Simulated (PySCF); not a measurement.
## Correlation energy of La (lanthanum, neutral)

[Xe] 5d2 6s1, high-spin 4F determinant (an excited configuration). All numbers are calculated (PySCF 2.14, scalar relativity by spin-free X2C-1e, in cc-pVDZ-X2C). Frozen: [Ar] 3d10; 29 electrons correlated.

MP2 pair energies summed by pair of shells (mhartree):

| pair | energy | share (%) |
| --- | --- | --- |
| 4d-4d | -268.81 | 37.8 |
| 4d-5p | -115.44 | 16.2 |
| 5p-5p | -102.53 | 14.4 |
| 5p-5d | -48.08 | 6.8 |
| 5s-5p | -33.21 | 4.7 |
| 4d-5s | -25.73 | 3.6 |
| 4p-4d | -23.34 | 3.3 |
| 4p-4p | -18.94 | 2.7 |
| 5p-6s | -13.76 | 1.9 |
| 4d-5d | -11.89 | 1.7 |
| 4s-4d | -7.94 | 1.1 |
| 4p-5p | -6.69 | 0.9 |
| 5d-6s | -6.58 | 0.9 |
| 5s-5s | -5.64 | 0.8 |
| 5s-5d | -5.41 | 0.8 |
| 4p-5s | -4.53 | 0.6 |
| 4d-6s | -3.31 | 0.5 |
| 5d-5d | -3.10 | 0.4 |
| 4s-4p | -2.34 | 0.3 |
| 4s-4s | -1.50 | 0.2 |
| 4s-5p | -0.84 | 0.1 |
| 4p-5d | -0.76 | 0.1 |
| 5s-6s | -0.66 | 0.1 |
| 4s-5s | -0.22 | 0.0 |
| 4p-6s | -0.16 | 0.0 |
| 4s-5d | -0.08 | 0.0 |
| 4s-6s | -0.01 | 0.0 |

Total MP2 correlation energy: -711.48 mhartree.

Same-spin part -262.52 and opposite-spin part -448.95 mhartree; SCS-MP2 scales them by 1/3 and 6/5 to -626.25 mhartree.

This basis was not built for core-valence correlation, so the inner-shell part is incomplete.
